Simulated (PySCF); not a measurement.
C4H4ClFO2.
Geometry (HF/def2-SVP, Å), atoms numbered from 1 in this order:
```xyz
12
C4H4ClFO2 angstrom
C      2.2165   -0.1632   -0.6479
O      0.8252    0.0279   -0.8452
C     -0.0096    0.0169    0.1485
F      0.5537   -0.1218    1.3042
C     -1.3335    0.1410   -0.0074
C     -2.2615    0.1380    1.1188
O     -2.0306    0.0513    2.2606
Cl    -3.9539    0.2923    0.5689
H      2.6624   -0.0815   -1.6321
H      2.6225    0.6027    0.0080
H      2.4135   -1.1490   -0.2326
H     -1.7084    0.2471   -1.0104
```

Computed, not measured: HF/def2-SVP geometry optimisation, gas phase (PySCF).

Masses are those of the commonest isotopes; rigid-rotor values at the optimised geometry. The values belong to one conformer with, in the numbering `[CH3:1][O:2]/[C:3]([F:4])=[CH:5]/[C:6](=[O:7])[Cl:8]`, C1–O2–C3–F4 3°, C3–C5–C6–O7 1°.

Give the principal moments of inertia and the rotational constants in MHz.

Ia = 98.79, Ib = 645.32, Ic = 740.83 u·Å²; 505379 MHz·u·Å²/I gives A = 5115, B = 783.1, C = 682.2 MHz.

What kind of rotor is it?

A near-prolate asymmetric top. Ray's parameter κ = (2B − A − C)/(A − C) = -0.954; −1 is the prolate and +1 the oblate limit.

What does the inertial defect say?

Not planar: Δ = Ic − Ia − Ib = -3.29 u·Å². For a rigid frame Δ = −2 Σ m c², so Σ m c² = 1.64 u·Å² lies off the ab plane: 1.60 from hydrogen and 0.04 from heavier atoms. The atom farthest from that plane is 0.97 Å away.

Give the other two planar moments, Paa and Pbb, and the rms extents of the mass along the axes.

Paa = Σ m a² = (Ib + Ic − Ia)/2 = 643.68 and Pbb = Σ m b² = (Ia + Ic − Ib)/2 = 97.15 u·Å². With the mass M = 137.99 u, the rms extents √(P/M) along a, b and c are 2.16, 0.84, 0.11 Å.

Predict some low-J microwave lines.

The dipole components are |μa| = 5.65 D, |μb| = 1.88 D, |μc| = 0.07 D. The squared components, which scale the intensities, stand as 1.00 : 0.11 : 0.00 (a : b : c). Some lines, for components of 0.1 D or more:

| type | branch | J(Ka,Kc) | MHz | lower level (cm⁻¹) |
| --- | --- | --- | --- | --- |
| a | Q | 2(1,1) ← 2(1,2) | 303 | 0.288 |
| a | R | 1(0,1) ← 0(0,0) | 1465 | 0.000 |
| a | R | 2(1,2) ← 1(1,1) | 2830 | 0.193 |
| a | R | 2(0,2) ← 1(0,1) | 2929 | 0.049 |
| a | R | 2(1,1) ← 1(1,0) | 3032 | 0.197 |
| b | Q | 1(1,0) ← 1(0,1) | 4433 | 0.049 |
| b | Q | 2(1,1) ← 2(0,2) | 4536 | 0.147 |
| b | R | 1(1,1) ← 0(0,0) | 5798 | 0.000 |
| b | R | 2(1,2) ← 1(0,1) | 7162 | 0.049 |
| b | Q | 2(2,0) ← 2(1,1) | 12999 | 0.298 |
| b | Q | 2(2,1) ← 2(1,2) | 13300 | 0.288 |
| b | R | 2(2,1) ← 1(1,0) | 16028 | 0.197 |
| b | R | 2(2,0) ← 1(1,1) | 16131 | 0.193 |

Stationary, but not proved a minimum. No vibrational averaging or centrifugal distortion is included, and the geometry carries the error of its method. A rigid rotor knows nothing of internal rotation, which can split or shift real lines. Quadrupole hyperfine structure (35Cl) is left out.
